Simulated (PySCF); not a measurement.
`C1(OC)=CC2(C=C1)CCC2`, C₉H₁₂O

Geometry:
```tsv
atom	x (Å)	y (Å)	z (Å)
C1	2.907	-0.328	-0.452
O2	2.089	-0.204	0.677
C3	0.769	-0.246	0.453
C4	0.071	-0.391	-0.699
C5	-1.395	-0.370	-0.368
C6	-1.412	-0.194	1.119
C7	-0.154	-0.124	1.588
C8	-2.240	0.591	-1.261
C9	-2.583	-0.599	-2.172
C10	-2.213	-1.534	-1.009
H11	3.948	-0.276	-0.109
H12	2.720	0.487	-1.174
H13	2.740	-1.292	-0.965
H14	0.463	-0.505	-1.708
H15	-2.333	-0.137	1.703
H16	0.173	0.002	2.621
H17	-3.126	0.949	-0.715
H18	-1.713	1.456	-1.689
H19	-1.878	-0.690	-3.012
H20	-3.606	-0.660	-2.573
H21	-3.091	-1.776	-0.392
H22	-1.663	-2.462	-1.224
```

Computed, not measured: TDDFT CAM-B3LYP/def2-SVPD excited states, vertical, gas phase in PySCF. Geometry: PBE0-D3(BJ)/def2-SVP.

Singlets 3 and 4 lie within 0.01 eV of each other, so their separate moments and overlaps can depend on how they mix.

Problem. Give the one- and two-photon strengths of the lowest singlets.

Solution. δ for parallel linear polarisation; σ at the peak of a Lorentzian of half width 0.1 eV, single beam; Ω is circular over linear.
```tsv
state	E (eV)	f	photon λ (nm)	δ (au)	σ (GM)	Ω	main
S1	4.67	0.036	531	14.2	0.11	1.28	HOMO→LUMO 0.98
S2	5.88	0.009	422	70.4	0.89	1.50	HOMO→LUMO+1 0.85
S3	6.37	0.206	389	69.2	1.03	1.22	HOMO−1→LUMO 0.87
S4	6.37	0.006	389	1.7	0.03	1.50	HOMO→LUMO+3 0.75, HOMO→LUMO+4 0.10
S5	6.58	0.011	377	15	0.24	1.50	HOMO→LUMO+2 0.65, HOMO→LUMO+3 0.10
S6	6.99	0.015	355	17.3	0.31	1.50	HOMO→LUMO+4 0.34, HOMO→LUMO+7 0.23
```

Among these, the strongest one-photon state is S3, the strongest two-photon state S3, with a dipole change of 0.3 D (relaxed, norm of the difference vector).
